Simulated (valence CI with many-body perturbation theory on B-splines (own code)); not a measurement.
## Pb LXVIII: E2, M1 decay

Calculated by valence CI with perturbative core correlation (CI+MBPT): five valence electrons over a frozen Dirac-Fock core [Ne], a basis of 11 s, 11 p, 10 d, 8 f, 5 g, 2 h functions for each j, with the one-electron correlation potential Σ1, the two-electron term Σ2, the three-electron term Σ3, Breit, model QED; selected CI, second order for the rest, scaled by the run's own slope (own B-spline code, finite nucleus).

The last digits are not significant, and no measured levels were compared; by estimate large intervals hold to a few tenths of a per cent, small ones and those within an open d or f shell to about a per cent. Among the levels kept, up to 3300 cm⁻¹ of a level comes from second order outside the variational space, and about a tenth of that is noise between levels of different J, which matters for small intervals.

Lines 1 to 25 of 25 in falling wavelength, among levels below 143.05 Ry, chosen from the decays that carry over 1 % of a level's rate. Wavelengths and rates use the calculated energies. Electric multipoles are in the length gauge with retardation, E1 and E2 with the static RPA response of the core. M1 uses the relativistic operator with retardation. S is in atomic units (e²a₀⁴ for E2 and M2, e²a₀⁶ for E3), for M1 in squared Bohr magnetons. Weak lines are less certain than strong ones. Lines between different terms over intervals too small for the method are left out, as are lines whose strength nearly cancels.

Levels are named by their leading jj configuration (3d3/2^4 stands for four electrons in 3d with j = 3/2), which in mixed levels can hold well under half, so a name can repeat and another be missing. Letters in brackets count levels of one name in rising energy.

| λ vac (nm) | Upper | Lower | Type | A (s⁻¹) | S (a.u.) |
| --- | --- | --- | --- | --- | --- |
| 9.406 | (3s^2 3p1/2 3p3/2 3d5/2) J=9/2 | (3s^2 3p1/2 3p3/2 3d3/2) J=7/2 | M1 | 1.32e+07 | 4.07e+00 |
| 2.279 | (3s^2 3p3/2^2 3d5/2) J=7/2 | (3s^2 3p1/2 3p3/2 3d5/2) J=7/2 [b] | M1 | 1.60e+08 | 5.63e-01 |
| 2.271 | (3s^2 3p3/2^2 3d5/2) J=9/2 | (3s^2 3p1/2 3p3/2 3d5/2) J=7/2 [b] | M1 | 4.85e+08 | 2.11e+00 |
| 2.257 | (3s^2 3p1/2 3p3/2 3d5/2) J=7/2 [a] | (3s^2 3p1/2^2 3d5/2) J=5/2 | M1 | 1.00e+09 | 3.41e+00 |
| 2.199 | (3s^2 3p1/2 3p3/2 3d5/2) J=9/2 | (3s^2 3p1/2^2 3d5/2) J=5/2 | E2 | 2.64e+07 | 1.21e-03 |
| 2.195 | (3s^2 3p1/2 3p3/2 3d3/2) J=5/2 [a] | (3s^2 3p1/2^2 3d3/2) J=3/2 | M1 | 5.46e+08 | 1.29e+00 |
| 2.185 | (3s^2 3p3/2^2 3d5/2) J=7/2 | (3s^2 3p1/2 3p3/2 3d5/2) J=5/2 [a] | M1 | 8.43e+08 | 2.61e+00 |
| 2.182 | (3s^2 3p1/2 3p3/2^2) J=3/2 | (3s^2 3p1/2^2 3p3/2) J=3/2 | M1 | 1.72e+09 | 2.64e+00 |
| 2.180 | (3s^2 3p1/2 3p3/2 3d3/2) J=1/2 [a] | (3s^2 3p1/2^2 3d3/2) J=3/2 | M1 | 1.10e+09 | 8.44e-01 |
| 2.174 | (3s^2 3p3/2^2 3d5/2) J=5/2 [a] | (3s^2 3p1/2 3p3/2 3d5/2) J=3/2 [b] | M1 | 6.27e+08 | 1.43e+00 |
| 2.173 | (3s^2 3p3/2^3) J=3/2 | (3s^2 3p1/2 3p3/2^2) J=1/2 | M1 | 4.26e+08 | 6.48e-01 |
| 2.167 | (3s^2 3p3/2^2 3d5/2) J=7/2 | (3s^2 3p1/2 3p3/2 3d5/2) J=9/2 | M1 | 2.03e+08 | 6.13e-01 |
| 2.160 | (3s^2 3p3/2^2 3d5/2) J=9/2 | (3s^2 3p1/2 3p3/2 3d5/2) J=9/2 | M1 | 7.20e+08 | 2.69e+00 |
| 2.143 | (3s^2 3p1/2 3p3/2 3d3/2) J=7/2 | (3s^2 3p1/2^2 3d3/2) J=3/2 | E2 | 3.20e+07 | 1.03e-03 |
| 2.133 | (3s^2 3p1/2 3p3/2^2) J=5/2 | (3s^2 3p1/2^2 3p3/2) J=3/2 | M1 | 2.90e+08 | 6.27e-01 |
| 2.133 | (3s^2 3p1/2 3p3/2^2) J=5/2 | (3s^2 3p1/2^2 3p3/2) J=3/2 | E2 | 5.53e+07 | 1.31e-03 |
| 2.114 | (3s^2 3p3/2^2 3d5/2) J=7/2 | (3s^2 3p1/2 3p3/2 3d5/2) J=7/2 [a] | M1 | 5.57e+08 | 1.56e+00 |
| 2.108 | (3s^2 3p3/2^3) J=3/2 | (3s^2 3p1/2 3p3/2^2) J=5/2 | M1 | 4.63e+08 | 6.43e-01 |
| 2.107 | (3s^2 3p3/2^2 3d5/2) J=9/2 | (3s^2 3p1/2 3p3/2 3d5/2) J=7/2 [a] | M1 | 5.71e+08 | 1.98e+00 |
| 2.070 | (3s^2 3p1/2 3p3/2^2) J=1/2 | (3s^2 3p1/2^2 3p3/2) J=3/2 | M1 | 9.46e+08 | 6.22e-01 |
| 2.070 | (3s^2 3p1/2 3p3/2^2) J=1/2 | (3s^2 3p1/2^2 3p3/2) J=3/2 | E2 | 4.56e+07 | 3.10e-04 |
| 2.062 | (3s^2 3p3/2^3) J=3/2 | (3s^2 3p1/2 3p3/2^2) J=3/2 | M1 | 1.88e+09 | 2.45e+00 |
| 2.054 | (3s^2 3p3/2^2 3d5/2) J=5/2 [a] | (3s^2 3p1/2 3p3/2 3d5/2) J=5/2 [a] | M1 | 1.30e+08 | 2.50e-01 |
| 2.041 | (3s^2 3p3/2^2 3d5/2) J=5/2 [a] | (3s^2 3p1/2 3p3/2 3d5/2) J=3/2 [a] | M1 | 1.71e+08 | 3.22e-01 |
| 1.991 | (3s^2 3p3/2^2 3d5/2) J=5/2 [a] | (3s^2 3p1/2 3p3/2 3d5/2) J=7/2 [a] | M1 | 1.02e+09 | 1.79e+00 |
